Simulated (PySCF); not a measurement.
Precursor series Zn NH2-SH. All species are isolated molecules in the gas phase. One relaxed conformer stands for each flexible species; it need not be the lowest.

Level of theory: PBE-D3(BJ)/def2-TZVP // TPSS-D3(BJ)/def2-SVP (PySCF). All candidates: neutral, multiplicity 1. 

```
Item             Result
-------------  --------
HOMO–LUMO gap   4.30 eV
HOMO           -5.51 eV
LUMO           -1.21 eV
```

Question: Say which member has these values.
A. [Zn(NH2)(SH)]
B. [Zn(SH)2]
C. [Zn(NH2)2]

Answer: C, [Zn(NH2)2]. The others give [Zn(SH)2]: 4.41 eV, -6.31 eV, -1.90 eV; [Zn(NH2)(SH)]: 4.31 eV, -5.88 eV, -1.57 eV
